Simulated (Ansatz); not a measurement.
Species: CH₄GeN, charge 0, doublet. CH4GeN (SMILES [H]/[C]=[N]/[GeH3], doublet).
B3LYP-D3(BJ)/def2-TZVP minimum from Ansatz (a program for electronic structure):
```
N
C 1 1.2228
H 2 1.1023 1 125.40
Ge 1 1.8845 2 127.21 3 -180.00
H 4 1.5339 1 105.70 2 121.18
H 4 1.5339 5 110.90 1 -114.09
H 4 1.5381 5 111.78 6 -125.48
```
Charge 0, spin multiplicity 2.

Total energies in cc-pVDZ, 17 correlated electrons, 16 frozen orbitals. Radicals and triplets start from unrestricted determinants; spin-orbit coupling is neglected. Correlated methods leave the cores frozen (noble-gas shells, and filled d and f shells in the p block). No relativity. The UHF reference of CH4GeN ([H]/[C]=[N]/[GeH3], doublet) is spin-contaminated (<S^2> up to 0.04 over the pure value in the sets run).

```json
[
 {"method": "HF", "program": "Ansatz", "energy (Eh)": "-2169.91310", "minus CCSDT(Q) (mEh)": "425.22"},
 {"method": "MP2", "program": "Ansatz", "energy (Eh)": "-2170.28398", "minus CCSDT(Q) (mEh)": "54.35"},
 {"method": "CCSD", "program": "Ansatz", "energy (Eh)": "-2170.32171", "minus CCSDT(Q) (mEh)": "16.61"},
 {"method": "CCSD(T)", "program": "Ansatz", "energy (Eh)": "-2170.33601", "minus CCSDT(Q) (mEh)": "2.32"},
 {"method": "CCSDT(Q)", "program": "Ansatz", "energy (Eh)": "-2170.33833", "minus CCSDT(Q) (mEh)": "0.00"}
]
```

Rough core times of Ansatz's runs on a shared machine: CCSD(T) 20 s, CCSDT(Q) 8 min.
